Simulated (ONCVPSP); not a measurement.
**ruthenium (Ru): variants of one ONCV potential**

Base potential:

Ru (Z = 44), optimised norm-conserving Vanderbilt (ONCV), made with ONCVPSP 4.0.1 (BLYP, scalar-relativistic). Core [Kr], reference 4d7 5s1. Waves: 5s: rc 2.85 bohr, ncon 3, nbas 6, qcut 2.3 1/bohr, 2 projectors, debl 2.7 Ha; p scattering state at 0.42 Ha: rc 2.20 bohr, ncon 4, nbas 8, qcut 3.6 1/bohr, 2 projectors, debl 1.1 Ha; 4d: rc 1.30 bohr, ncon 5, nbas 9, qcut 7.6 1/bohr, 2 projectors, debl 1.7 Ha. Local part: polynomial inside 0.95 bohr (lpopt 5, dvloc0 4 Ha). Core correction: polynomial model core, fcfact 0.65.

Cutoffs, loose and tight: the cutoffs (Ha) at which the residual kinetic energy of the hardest occupied pseudo-wave falls to 1 and 0.1 mHa per electron. They do not see the model core or the augmentation charge, which bear on the density cutoff. Test errors are all-electron minus pseudo excitation energies from the reference, over the configurations 4d7 5s0; 4d6 5s0; 4d5 5s0; 4d6 5s1. A dash means not determined; rows that change the core or the reference have their own tests.

A true bound ghost makes a file unfit for plane-wave use even where its test errors are small: the radial tests pick states by their node count and pass the ghost by.

```tsv
change	outcome	cutoff, loose	cutoff, tight	bound ghosts	GHOST(+) flags above zero	largest test error (meV)
base	generated	26 Ha	46 Ha	s, p	s, p	-359
s: qcut 1.9; p: qcut 2.9; d: qcut 6.1	generated	49 Ha	154 Ha	s	s, p	-408
s: rc 3.72	generated	26 Ha	46 Ha	s, p	s, p	-599
all radii but the core radius scaled by about 1.28 (s 3.66, p 2.82, d 1.66 bohr); local potential polynomial inside 1.22 bohr (lpopt 5, dvloc0 4 Ha)	generated, projector energies reset by the program	23 Ha	28 Ha	none	s, p	-580
d: debl 5.15	generated	26 Ha	46 Ha	s, p	s, p	-359
fully relativistic	generated	26 Ha	47 Ha	s, p3/2, p1/2	s, p3/2, p1/2	-354
core correction none	generated	26 Ha	46 Ha	s, p	s, p	-39
core correction polynomial model core, fcfact 1.06	generated	26 Ha	46 Ha	s, p	s, p	-362
```
